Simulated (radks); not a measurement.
Values are calculated unless marked as measured or tabulated.
Species: Tc+. Configuration: [Kr] 4d5 5s1.

Level of theory: scalar-relativistic Kohn-Sham, LDA (Slater exchange, Perdew-Wang correlation), spin-polarised, spherical densities, finite nucleus; open shells are filled with parallel spins first (spin-orbit coupling, left out, can overturn this in heavy ions); Fermi nuclear charge, rms radius 4.4112 fm (a radial shooting solver on a logarithmic mesh with Libxc functionals).

Energy parts (eV):
total: -116493.593
kinetic: 120251.207
electron-nucleus: -280565.308
Hartree: 47190.228
exchange-correlation: -3369.719

Orbitals (lengths in bohr, moments of r in powers of bohr; <r^-3> diverges for s and p1/2; r(max) is where P^2 peaks):
orbital,occ.,eigenvalue (eV),<r^4>,r(max),<1/r>,<r^-3>
1s up,1,-20846.75,6.543e-06,0.02231,44.65,-
1s down,1,-20846.72,6.543e-06,0.02231,44.65,-
2s up,1,-2981.298,0.001202,0.1263,10.07,-
2s down,1,-2980.666,0.001202,0.1263,10.07,-
2p up,3,-2670.957,0.0008596,0.1009,9.789,2765
2p down,3,-2670.460,0.0008593,0.1008,9.789,2766
3s up,1,-524.7186,0.06092,0.3728,3.474,-
3s down,1,-524.2506,0.06077,0.3728,3.474,-
3p up,3,-422.8799,0.06668,0.3659,3.309,467.8
3p down,3,-422.3715,0.06643,0.3660,3.309,467.8
3d up,5,-257.5429,0.07072,0.3108,3.080,62.65
3d down,5,-256.8705,0.07019,0.3109,3.081,62.67
4s up,1,-81.9429,2.450,0.9492,1.293,-
4s down,1,-78.8725,2.404,0.9452,1.301,-
4p up,3,-54.0550,3.974,1.023,1.150,70.45
4p down,3,-50.7761,3.908,1.018,1.158,71.77
4d up,5,-15.3977,21.66,1.274,0.8057,5.023
5s up,1,-12.4311,145.3,2.575,0.4362,-
4d down,0,-11.9393,26.22,1.265,0.7985,4.990
5s down,0,-9.9913,199.7,2.676,0.4063,-

The highest occupied level is 5s up at -12.431 eV. The spin density at the nucleus is 14.81 e/bohr^3 (1s -0.02, 2s -0.89, 3s 0.07, 4s -2.53, 5s 18.18).
